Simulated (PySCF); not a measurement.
Compound: C4H7FSi2.
Structure used (GFN2-xTB), in Å, numbered top down from 1:
```xyz
14
C4H7FSi2 angstrom
F     -0.0630   -2.9647   -0.2508
C     -0.1238   -1.6031   -0.1302
C     -1.3155   -1.0360    0.0029
Si    -1.5584    0.8138    0.1768
C      0.1144    1.6771    0.1346
C      1.2964    1.0772    0.0001
Si     1.5761   -0.7730   -0.1784
H     -2.1929   -1.6724    0.0108
H     -2.3914    1.3080   -0.9309
H     -2.2279    1.1060    1.4539
H      0.0907    2.7592    0.2292
H      2.1942    1.6888   -0.0101
H      2.2164   -1.0878   -1.4628
H      2.3840   -1.2935    0.9327
```

Method: PBE0/pcSseg-1 in PySCF (dipole) on a GFN2-xTB geometry, gas phase.

Take the most abundant isotopes and a rigid rotor. 

Question: What are A, B and C (GHz)?

Answer: Ia = 205.08, Ib = 312.85, Ic = 506.27 u·Å²; 505379 MHz·u·Å²/I gives 2464, 1615 and 998.2 MHz, that is A = 2.4643, B = 1.6154, C = 0.9982 GHz.

Question: Classify the top.

Answer: An asymmetric top. Ray's parameter κ = (2B − A − C)/(A − C) = -0.158; −1 is the prolate and +1 the oblate limit.

Question: What does the inertial defect say?

Answer: Not planar: Δ = Ic − Ia − Ib = -11.65 u·Å². For a rigid frame Δ = −2 Σ m c², so Σ m c² = 5.83 u·Å² lies off the ab plane, practically all of it from hydrogen. The atom farthest from that plane is 1.21 Å away.

Question: List the rotational levels J(Ka,Kc) to J = 3 (MHz).

Answer: Above 0(0,0):
J = 1: 1(0,1) 2614, 1(1,1) 3463, 1(1,0) 4080
J = 2: 2(0,2) 7606, 2(1,2) 8073, 2(1,1) 9924, 2(2,1) 12471, 2(2,0) 12706
J = 3: 3(0,3) 14669, 3(1,3) 14861, 3(1,2) 18503, 3(2,2) 20312, 3(2,1) 21325, 3(3,1) 26227, 3(3,0) 26287
The levels of one J sum to (2J + 1)J(J + 1)(A + B + C)/3.

Question: Which types of transition are allowed, and where do some lines up to J = 4 fall?

Answer: The dipole components are |μa| = 1.59 D, |μb| = 0.94 D, |μc| = 0.00 D; the mirror of this Cs structure is the ab plane, so μc vanishes by symmetry and there are no c-type lines. Intensities carry the squares of the components, which stand as 1.00 : 0.35 (a : b). Some lines, for components of 0.1 D or more:

```tsv
type	branch	J(Ka,Kc)	MHz	lower level (cm⁻¹)
b	Q	1(1,0) ← 1(0,1)	1466	0.087
a	Q	2(1,1) ← 2(1,2)	1852	0.269
a	Q	4(2,2) ← 4(2,3)	2448	1.020
b	R	1(1,1) ← 0(0,0)	3463	0.000
b	Q	2(2,1) ← 2(1,2)	4398	0.269
a	R	2(1,1) ← 1(1,0)	5844	0.136
b	R	3(1,2) ← 2(2,1)	6032	0.416
b	R	3(0,3) ← 2(1,2)	6597	0.269
b	R	4(2,2) ← 3(3,1)	6799	0.875
b	R	2(2,1) ← 1(1,0)	8391	0.136
a	R	4(1,4) ← 3(1,3)	8879	0.496
b	R	4(1,3) ← 3(2,2)	9214	0.678
b	R	2(2,0) ← 1(1,1)	9243	0.115
a	R	4(1,3) ← 3(1,2)	11023	0.617
b	R	4(2,3) ← 3(1,2)	12074	0.617
```

Question: Estimate the classical rotational partition function at 50 K, 100 K and 298.15 K.

Answer: Point group Cs, symmetry number σ = 1; q = (√π/σ)·√((kT/h)³/(ABC)), k/h = 20836.6 MHz/K: 29900 at 50 K, 84600 at 100 K, 435000 at 298.15 K.

Not checked by GFN2-xTB frequencies. Constants of a rigid frame at the computed geometry: no zero-point averaging, no centrifugal distortion.

Time: 15 s. Hardware: an x86-64 server with one thread, on a shared host. This is the PBE0/pcSseg-1 job that gave the dipole, with the shieldings it also computed.
